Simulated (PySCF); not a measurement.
Fill in the blanks.

Species: C₄H₆Si₂.
Structure used (PBE0-D3(BJ)/def2-SVP), in Å, numbered top down from 1:
```xyz
12
C4H6Si2 angstrom
C     -3.082    1.892    0.156
C     -2.498    0.825    0.146
Si    -1.627   -0.787    0.133
C      0.184   -0.506    0.031
C      1.392   -0.321   -0.033
Si     3.204   -0.040   -0.129
H     -3.596    2.837    0.164
H     -1.938   -1.532    1.385
H     -2.068   -1.582   -1.047
H      3.917   -1.236    0.405
H      3.596    0.182   -1.550
H      3.560    1.159    0.683
```

| property | level | value |
| --- | --- | --- |
| rotational constants A, B, C | PBE0-D3(BJ)/def2-SVP | ? |
| dipole moment | B3LYP/def2-SVPD | 0.50 D |
| HOMO energy | B3LYP/def2-SVPD | -7.91 eV |
| LUMO energy | B3LYP/def2-SVPD | -1.05 eV |
| lowest singlet excitation | TDDFT B3LYP/def2-SVPD | 5.43 eV (228 nm, f = 0.000) |
| strongest line among the 6 lowest singlet transitions | TDDFT B3LYP/def2-SVPD | ? |
| static isotropic polarisability | B3LYP/def2-SVPD | ? |
| electronic spatial extent ⟨r²⟩ about the centre of nuclear charge | B3LYP/def2-SVPD | 1567 bohr² |

Electronic properties: PySCF, gas phase, density fitting.

What is the static isotropic polarisability?

102.9 au.

The rotational constants A, B, C?

5.932, 0.774, 0.696 GHz.

Give the strongest line among the 6 lowest singlet transitions.

S5 at 6.02 eV (206 nm, f = 0.018).

The largest Löwdin shares of the LUMO are 0.24 on C5, 0.23 on C4, 0.14 on Si3 and 0.11 on Si6. The principal polarisabilities are 74.5, 94.1 and 139.9 au; their mean is the isotropic value. The largest Löwdin shares of the HOMO are 0.29 on C5, 0.29 on C4, 0.08 on Si3 and 0.07 on C1. With B = h/(8π²I), that is 505.379 GHz u Å² over I, the principal moments of inertia are 85.2, 653.2 and 726.4 u Å² (most abundant isotopes). The dipole matches unit charges of opposite sign 0.10 Å apart (1 e·Å = 4.8032 D). The polarisability is 15.24 Å³ as a volume (1 au = 0.148185 Å³), or 1.77 au for each of the 58 electrons.

For the TDDFT job (B3LYP/def2-SVPD), rough CPU time on one thread of a shared machine: about 24 s.
